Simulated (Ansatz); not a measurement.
Consider the hydrogenolysis of a C–O bond: `CO[CH2][AlH][OH]` + H₂ → `[CH3][AlH][OH]` + CH₃OH.

Program: Ansatz. Geometries: PBE0-D4/def2-TZVP. ΔE: electronic, gas phase. CBS: MP2 limit from def2 TZ/QZ plus the TZ coupled-cluster correction, frozen cores. This one scheme is used for every species. DFT in def2-TZVPP. HSE06 is defined as in plane-wave codes. One conformer a species, not always the lowest.

```csv
level,ΔE (kJ/mol)
revPBE-D4,-110.4
r2SCAN-D4,-121.2
PBE0-D4,-125.0
HSE06-D4,-125.2
CAM-B3LYP-D4,-123.2
ωB97X-V,-121.7
PBE-QIDH,-131.7
HSE06,-131.1
```

(1) What does CCSD(T)/CBS give? (Estimate.)

Largest T1 diagnostic among the species: 0.012.

Answers

(1) Computed: -127.3 kJ/mol. The listed levels differ from it by 16.9, 6.1, 2.3, 2.1, 4.1, 5.6, -4.4, -3.8 kJ/mol.

At CCSD(T), def2-SVP lies +9.2 kJ/mol from the extrapolated value and def2-TZVPP +1.8 kJ/mol. Leaving LDA and LC-ωPBE aside and taking each functional with its dispersion term where it has one, the values spread over 21.3 kJ/mol, from PBE-QIDH to revPBE-D4. LDA lies +11.4 kJ/mol from PBE without D4.
